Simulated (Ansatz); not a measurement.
System: LaI$_{2}$, net charge 0, doublet state. The spin state was set by rule; other spins were not relaxed. 
Coordinates optimised at B3LYP-D3(BJ)/def2-TZVP (Ansatz, a first-principles code):
SMILES: [I][La][I]
```xyz
3

La     1.0096     0.0876    -0.0285
I     -0.7583     1.9192    -1.5698
I     -0.3275    -2.0134     1.6005
```
Charge 0, spin multiplicity 2.

Basis-set convergence of Hartree-Fock and CCSD correlation energies (hartree) with Ansatz. Valence correlation only, unless marked. UHF or UKS for open shells. No spin-orbit coupling. The frozen core is the preceding noble-gas configuration, with the filled d and f shells of earlier blocks. In def2 rows, elements after Kr have scalar-relativistic effective core potentials.

```json
[
 {"basis": "def2-SVP", "functions": "84", "E(HF)": "-624.61566", "E(corr, CCSD)": "-0.24091"},
 {"basis": "def2-TZVPP", "functions": "156", "E(HF)": "(withheld)", "E(corr, CCSD)": "(withheld)"}
]
```

Some entries are withheld; supply them.


- def2-TZVPP, E(HF): -624.63691
- def2-TZVPP, E(corr, CCSD): -0.33776
